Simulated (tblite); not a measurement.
Compound: C₆H₆F₃O (doublet state).
Z-matrix (Å and degrees, GFN2-xTB geometry), rows numbered from 1:
```
F 
C   1  1.3474
F   2  1.3409  1  105.33
F   2  1.3269  1  106.70  3  -113.90
O   2  1.3254  1  113.08  3   125.28
C   5  1.3615  2  118.30  1   -74.22
C   6  1.2910  5  138.44  2    32.76
C   7  1.5411  6  135.20  5     9.40
C   8  1.5314  7   88.68  6   175.16
C   7  1.5054  6  133.38  5  -176.54
H   8  1.0886  7  112.17  6   -67.78
H   8  1.0877  7  113.66  6    57.02
H   9  1.0870  8  114.11  7   117.41
H   9  1.0869  8  114.06  7  -116.19
H  10  1.0880  7  113.53  6   -58.07
H  10  1.0881  7  113.76  6    67.23
```

All values are computed: GFN2-xTB (tblite) harmonic vibrations without scaling, gas phase. The method is semi-empirical: single wavenumbers can be off by several per cent or more. One conformer, not necessarily the lowest. Open shells enter through the occupations alone, without spin polarisation, and single modes of such species can be off by tens of per cent.

Harmonic wavenumbers (cm⁻¹): 30.2, 64.2, 79.4, 88.5, 172.0, 270.6, 326.5, 368.8, 404.7, 468.4, 541.7, 552.7, 626.8, 658.8, 765.5, 781.9, 833.6, 873.8, 988.6, 1013.9, 1034.2, 1036.9, 1039.7, 1052.2, 1101.1, 1140.0, 1152.7, 1166.5, 1176.0, 1206.0, 1238.5, 1252.3, 1431.4, 1440.7, 1478.7, 1790.3, 2997.9, 3001.2, 3013.8, 3015.7, 3031.7, 3034.6.

A = 3314, B = 778.6, C = 722.9 MHz; mass 151.037 u (most abundant isotopes); point group C1, symmetry number 1; spin multiplicity 2.

Q: Zero-point energy?

A: Half the sum of the wavenumbers: 23871 cm⁻¹ = 285.56 kJ/mol.

Q: Give the ideal-gas entropy at 200 K and 1 bar in the rigid-rotor, harmonic-oscillator model (classical rotation).

A: Translation 163.13, rotation 118.59, vibration 84.12, spin (R ln 2) 5.76: S = 371.6 J/(mol K).

Q: And Cp and H(200 K) − H(0)?

A: Cp = 112.13 J/(mol K), of which vibrations give 78.87 (their classical limit is 42 R = 349.2); H(200 K) − H(0) = 15.08 kJ/mol without the zero-point energy, 8.43 from vibrations.

Q: How do the functions run with temperature in this model?

A: 
| T (K) | S (J/(mol K)) | Cp (J/(mol K)) | H − H(0) (kJ/mol) | G − H(0) (kJ/mol) | ln q(vib) |
| --- | --- | --- | --- | --- | --- |
| 150 | 342.2 | 93.6 | 9.94 | -41.39 | 3.76 |
| 250 | 398.7 | 132.0 | 21.18 | -78.51 | 6.30 |
| 298.15 | 423.7 | 151.6 | 28.00 | -98.31 | 7.49 |
| 400 | 473.8 | 190.3 | 45.46 | -144.04 | 9.96 |
| 600 | 562.4 | 246.4 | 89.57 | -247.88 | 14.72 |
| 900 | 672.5 | 294.9 | 171.52 | -433.74 | 21.37 |

q(vib) and H(0) count from the zero-point level.

Q: Blend soft modes into free rotors: weight 1/[1 + (100 cm⁻¹/ν̃)⁴] for the oscillator and the rest for a rotor with moment μB/(μ + B), μ = h/(8π²ν), B = 10⁻⁴⁴ kg m². What vibrational entropy results?

A: 74.12 J/(mol K) in place of 84.12, which changes −T·S at 200 K by +2.00 kJ/mol.

Hindered rotation and anharmonicity are outside this model. Other conformers, if any are populated, would add a mixing term that is left out. The structure is chiral; the term R ln 2 for an equal mix with its mirror image is left out.

Time: 0.81 s. Hardware: Arm Neoverse N1, one thread, shared host with 32 logical CPUs at a one-minute load of 21. This covers the Hessian and the dipole derivatives.
